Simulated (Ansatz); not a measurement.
Cd2F2⁺. Total charge 1; doublet. Geometry r2SCAN-D4/def2-TZVP.

Cartesian coordinates in Å:
```
Cd 0.004 -1.076 0.004
Cd -0.013 3.122 -0.018
F -0.009 0.931 -0.024
F 0.018 -2.977 0.039
```

In the def2 sets Cd takes a core potential, while STO-3G treats all electrons; there is no spin–orbit coupling. The structure comes from a short search, and lower isomers may exist.

**Question.** Estimate the α-spin orbital energies around the gap (eV) in Ansatz with HF/STO-3G, PBE-D4/def2-TZVP, r2SCAN-D4/def2-TZVP, PBE0-D4/def2-SVP, BHLYP-D4/def2-TZVP.

**Answer.** 
| orbital | HF/STO-3G | PBE-D4/def2-TZVP | r2SCAN-D4/def2-TZVP | PBE0-D4/def2-SVP | BHLYP-D4/def2-TZVP |
| --- | --- | --- | --- | --- | --- |
| HOMO−13 | -16.89 | -18.68 | -19.08 | -20.82 | -22.95 |
| HOMO−12 | -16.89 | -18.68 | -19.08 | -20.82 | -22.95 |
| HOMO−11 | -16.38 | -18.39 | -18.85 | -20.57 | -22.83 |
| HOMO−10 | -16.38 | -18.38 | -18.85 | -20.57 | -22.83 |
| HOMO−9 | -16.15 | -18.38 | -18.80 | -20.48 | -22.77 |
| HOMO−8 | -16.01 | -18.23 | -18.77 | -20.47 | -22.77 |
| HOMO−7 | -16.01 | -18.23 | -18.77 | -20.47 | -22.67 |
| HOMO−6 | -15.77 | -15.65 | -15.99 | -17.21 | -19.11 |
| HOMO−5 | -15.77 | -14.49 | -14.97 | -16.23 | -18.53 |
| HOMO−4 | -15.22 | -14.49 | -14.97 | -16.23 | -18.53 |
| HOMO−3 | -13.43 | -13.35 | -13.53 | -14.49 | -16.17 |
| HOMO−2 | -13.43 | -12.15 | -12.49 | -13.66 | -15.78 |
| HOMO−1 | -12.62 | -12.15 | -12.49 | -13.66 | -15.78 |
| HOMO | -9.78 | -11.43 | -11.70 | -12.07 | -12.83 |
| LUMO | 2.52 | -7.99 | -7.73 | -6.83 | -6.15 |
| LUMO+1 | 2.66 | -6.37 | -6.10 | -5.57 | -4.99 |
| LUMO+2 | 2.66 | -6.37 | -6.10 | -5.57 | -4.99 |
| LUMO+3 | 4.45 | -5.04 | -4.63 | -4.16 | -3.73 |
| LUMO+4 | 4.45 | -5.04 | -4.63 | -4.16 | -3.73 |
| LUMO+5 | 6.74 | -4.89 | -4.35 | -3.98 | -3.34 |
| β HOMO | -12.56 | -12.14 | -12.48 | -13.66 | -15.77 |
| β LUMO | -0.45 | -10.59 | -10.03 | -9.28 | -8.51 |
